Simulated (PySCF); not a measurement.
Simulation results for CH$_{2}$BF, CH$_{3}$BF

Calculation on a computer-drawn molecule: vertical ionisation energy to the stated ion spin, frozen-core CCSD(T) at the basis limit and cheaper methods, single-reference cases, UHF for radicals, no spin-orbit; all values are single points at the evaluated structure, the first of each entry, which is the reference or a displaced copy of it and isn't optimised; the reference structure only sets the zero of the energies above reference; triples share is (T) over the correlation energy. Program: PySCF 2.14.0.

Common to all runs: multiplicity 1; ion multiplicity 2; diffuse functions no; basis cc-pVnZ; reference is the Hartree-Fock double-zeta minimum; best is HF at quadruple zeta + MP2 correlation extrapolated from triple and quadruple zeta + CCSD(T) minus MP2 at triple zeta; basis step is the size of the change from the same recipe one zeta lower.

(1) CH$_{2}$BF

Evaluated structure:
```xyz
5
CH2BF
C     -0.2746    -1.0298    -1.1666
B     -0.6835    -0.0618    -2.0847
F     -1.0122     0.7798    -2.8233
H      0.7651    -1.2220    -1.0005
H     -1.0065    -1.5590    -0.5670
```

Reference structure:
```xyz
5
CH2BF
C     -0.2585    -1.0104    -1.1686
B     -0.6693    -0.0546    -2.0755
F     -1.0518     0.8355    -2.9198
H      0.7922    -1.2121    -1.0028
H     -0.9752    -1.5865    -0.5972
```

* charge: 0
* ionisation energy best: 8.848 eV
* ionisation energy basis step: 0.04233 eV
* energy above reference best: 10.49 kcal/mol
* energy above reference basis step: 1.118 kcal/mol
* ionisation energy Koopmans at triple zeta: 8.658 eV
* ionisation energy EOM CCSD at triple zeta: 8.736 eV
* total energy HF triple zeta: -163.1935 hartree
* total energy CCSD(T) triple zeta: -163.7267 hartree
* total energy best: -163.8094 hartree
* T1 diagnostic at triple zeta: 0.01252
* D1 diagnostic at triple zeta: 0.03334
* ion T1 diagnostic at triple zeta: 0.01341
* ion D1 diagnostic at triple zeta: 0.03759
* ion spin squared at triple zeta: 0.7569
* triples share at triple zeta: 0.03484
* basis functions triple zeta: 118
* dipole magnitude HF at triple zeta: 1.316 debye
* dipole magnitude CCSD unrelaxed at triple zeta: 1.247 debye
* dipole magnitude PBE at triple zeta: 1.223 debye
* dipole magnitude r2SCAN at triple zeta: 1.258 debye
* dipole magnitude B3LYP at triple zeta: 1.229 debye
* dipole magnitude wB97X at triple zeta: 1.333 debye

Drawn bonds:
```csv
atom,other atom,order
1,2,2
2,3,1
1,4,1
1,5,1
```

Triple zeta:
```csv
method,ionisation energy (eV),energy above reference (kcal/mol)
HF,7.34,8.32
PBE,8.722,12.23
r2SCAN,8.57,10.89
B3LYP,8.741,11.02
wB97X,8.638,11.06
MP2,8.69,11.28
CCSD,8.592,10.92
CCSD(T),8.691,11.37
```

(2) CH$_{2}$BF

Evaluated structure:
```xyz
5
CH2BF
C     -0.2746    -1.0298    -1.1666
B     -0.6835    -0.0618    -2.0847
F     -1.1086     1.0264    -3.0397
H      0.7651    -1.2220    -1.0005
H     -1.0065    -1.5590    -0.5670
```

Reference structure:
```xyz
5
CH2BF
C     -0.2585    -1.0104    -1.1686
B     -0.6693    -0.0546    -2.0755
F     -1.0518     0.8355    -2.9198
H      0.7922    -1.2121    -1.0028
H     -0.9752    -1.5865    -0.5972
```

- charge: 0
- dipole magnitude HF at triple zeta: ?
- T1 diagnostic at triple zeta: ?
- ionisation energy basis step: ?

Drawn bonds:
```csv
atom,other atom,order
1,2,2
2,3,1
1,4,1
1,5,1
```

(3) CH$_{2}$BF

Evaluated structure:
```xyz
5
CH2BF
C     -0.2335    -1.0227    -1.1682
B     -0.7945    -0.0559    -2.1995
F     -1.1905     0.9422    -3.1545
H      0.7292    -1.1960    -0.9633
H     -1.0316    -1.6726    -0.5845
```

Reference structure:
```xyz
5
CH2BF
C     -0.2585    -1.0104    -1.1686
B     -0.6693    -0.0546    -2.0755
F     -1.0518     0.8355    -2.9198
H      0.7922    -1.2121    -1.0028
H     -0.9752    -1.5865    -0.5972
```

* charge: 0
* ion spin squared at triple zeta: ?
* T1 diagnostic at triple zeta: ?

Drawn bonds:
```csv
atom,other atom,order
1,2,2
2,3,1
1,4,1
1,5,1
```

(4) CH$_{3}$BF

Evaluated structure:
```xyz
6
CH3BF
C     -1.0858    -1.2654     0.3656
B     -1.5111    -2.6395     0.7961
F     -1.8581    -3.7602     1.1472
H     -0.0691    -1.3181    -0.0377
H     -1.7758    -0.9046    -0.4043
H     -1.1104    -0.5976     1.2331
```

Reference structure:
```xyz
6
CH3BF
C     -1.0858    -1.2654     0.3656
B     -1.5111    -2.6395     0.7961
F     -1.8581    -3.7602     1.1472
H     -0.0691    -1.3181    -0.0377
H     -1.7758    -0.9046    -0.4043
H     -1.1104    -0.5976     1.2331
```

* charge: 1
* ionisation energy Koopmans at triple zeta: ?
* T1 diagnostic at triple zeta: ?
* total energy CCSD(T) triple zeta: ?
* D1 diagnostic at triple zeta: ?

Drawn bonds:
```csv
atom,other atom,order
1,2,1
2,3,1
1,4,1
1,5,1
1,6,1
```

Q: Estimate the dipole magnitude HF at triple zeta of CH$_{2}$BF (entry 2).
A: 0.9048 debye

Q: CH$_{2}$BF (entry 2): T1 diagnostic at triple zeta?
A: 0.01599

Q: CH$_{2}$BF (entry 2): ionisation energy basis step?
A: 0.05042 eV

Q: Give the missing ion spin squared at triple zeta for CH$_{2}$BF (entry 3).
A: 0.7574

Q: Estimate the T1 diagnostic at triple zeta of CH$_{2}$BF (entry 3).
A: 0.01658

Q: Estimate the ionisation energy Koopmans at triple zeta of CH$_{3}$BF (entry 4).
A: 22.5 eV

Q: Estimate the T1 diagnostic at triple zeta of CH$_{3}$BF (entry 4).
A: 0.01401

Q: CH$_{3}$BF (entry 4): total energy CCSD(T) triple zeta?
A: -164.0905 hartree

Q: Give the missing D1 diagnostic at triple zeta for CH$_{3}$BF (entry 4).
A: 0.03606

Q: Give the table of triple zeta values for CH$_{3}$BF (entry 4).
A: 
Triple zeta:
```csv
method,ionisation energy (eV),energy above reference (kcal/mol)
HF,20.89,0
PBE,21.51,0
r2SCAN,21.62,0
B3LYP,21.77,0
wB97X,21.79,0
MP2,21.93,0
CCSD,21.87,0
CCSD(T),21.89,0
```

Further results for CH$_{2}$BF (entry 2):

- ionisation energy best: 9.816 eV
- energy above reference best: 19.8 kcal/mol
- energy above reference basis step: 1.177 kcal/mol
- ionisation energy Koopmans at triple zeta: 9.622 eV
- ionisation energy EOM CCSD at triple zeta: 9.764 eV
- total energy HF triple zeta: -163.1669 hartree
- total energy CCSD(T) triple zeta: -163.7140 hartree
- total energy best: -163.7946 hartree
- D1 diagnostic at triple zeta: 0.04518
- ion T1 diagnostic at triple zeta: 0.0203
- ion D1 diagnostic at triple zeta: 0.06408
- ion spin squared at triple zeta: 0.7563
- triples share at triple zeta: 0.0381
- basis functions triple zeta: 118
- dipole magnitude CCSD unrelaxed at triple zeta: 0.7936 debye
- dipole magnitude PBE at triple zeta: 0.6925 debye
- dipole magnitude r2SCAN at triple zeta: 0.7219 debye
- dipole magnitude B3LYP at triple zeta: 0.7808 debye
- dipole magnitude wB97X at triple zeta: 0.7198 debye

Triple zeta:
```csv
method,ionisation energy (eV),energy above reference (kcal/mol)
HF,8.342,25.01
PBE,9.598,17.66
r2SCAN,9.475,20.1
B3LYP,9.662,19.81
wB97X,9.568,19.84
MP2,9.647,19.72
CCSD,9.571,20.36
CCSD(T),9.653,19.39
```

Further results for CH$_{2}$BF (entry 3):

* ionisation energy best: 9.246 eV
* ionisation energy basis step: 0.04549 eV
* energy above reference best: 26.47 kcal/mol
* energy above reference basis step: 1.385 kcal/mol
* ionisation energy Koopmans at triple zeta: 8.942 eV
* ionisation energy EOM CCSD at triple zeta: 9.185 eV
* total energy HF triple zeta: -163.1544 hartree
* total energy CCSD(T) triple zeta: -163.7043 hartree
* total energy best: -163.7840 hartree
* D1 diagnostic at triple zeta: 0.04441
* ion T1 diagnostic at triple zeta: 0.01926
* ion D1 diagnostic at triple zeta: 0.05468
* triples share at triple zeta: 0.03941
* basis functions triple zeta: 118
* dipole magnitude HF at triple zeta: 0.3379 debye
* dipole magnitude CCSD unrelaxed at triple zeta: 0.3258 debye
* dipole magnitude PBE at triple zeta: 0.2607 debye
* dipole magnitude r2SCAN at triple zeta: 0.2735 debye
* dipole magnitude B3LYP at triple zeta: 0.2968 debye
* dipole magnitude wB97X at triple zeta: 0.273 debye

Triple zeta:
```csv
method,ionisation energy (eV),energy above reference (kcal/mol)
HF,7.678,32.84
PBE,9.048,24.39
r2SCAN,8.896,27.44
B3LYP,9.08,27.38
wB97X,8.958,27.94
MP2,9.063,26.48
CCSD,8.979,26.97
CCSD(T),9.084,25.48
```

Further results for CH$_{3}$BF (entry 4):

* ionisation energy best: 21.99 eV
* ionisation energy basis step: 0.01047 eV
* energy above reference best: 0 kcal/mol
* energy above reference basis step: 0 kcal/mol
* ionisation energy EOM CCSD at triple zeta: 21.96 eV
* total energy HF triple zeta: -163.5616 hartree
* total energy best: -164.1690 hartree
* ion T1 diagnostic at triple zeta: 0.04174
* ion D1 diagnostic at triple zeta: 0.2103
* ion spin squared at triple zeta: 0.7586
* triples share at triple zeta: 0.03319
* basis functions triple zeta: 132
